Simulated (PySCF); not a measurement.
Zinc: a sound run and one with changed settings

Sound run: Zn⁺ [Ar] 3d10 4s1, Zn²⁺ [Ar] 3d10. Calculation: PySCF 2.14, in def2-TZVP; the non-relativistic Hamiltonian (point nucleus). The sound run starts from symmetry-adapted Hartree-Fock orbitals and uses a fine grid where one is needed.

A second run was set up differently.

```csv
species,method,sound run (hartree),changed run (hartree),converged
Zn⁺,UHF,-1777.52644,-1777.52644,yes
Zn⁺,PBE0,-1778.81003,-1778.75864,yes
Zn⁺,LDA,-1776.15369,-1776.06372,yes
Zn²⁺,UHF,-1776.91679,-1776.91679,yes
Zn²⁺,PBE0,-1778.14832,-1778.09619,yes
Zn²⁺,LDA,-1775.46704,-1775.37703,yes
```

Ionisation energy of Zn⁺:

| method | sound run (eV) | changed run (eV) |
| --- | --- | --- |
| UHF | 16.589 | 16.589 |
| PBE0 | 18.006 | 18.026 |
| LDA | 18.685 | 18.686 |

What was changed?
A. minimal basis
B. radial grid too coarse
C. basis contracted for another Hamiltonian
D. a valence shell is frozen

B. It used radial step 0.5 in ln r (0.13 in the sound run). A coarse radial grid mis-integrates the density and the exchange-correlation energy, with errors of either sign; Hartree-Fock needs no grid.
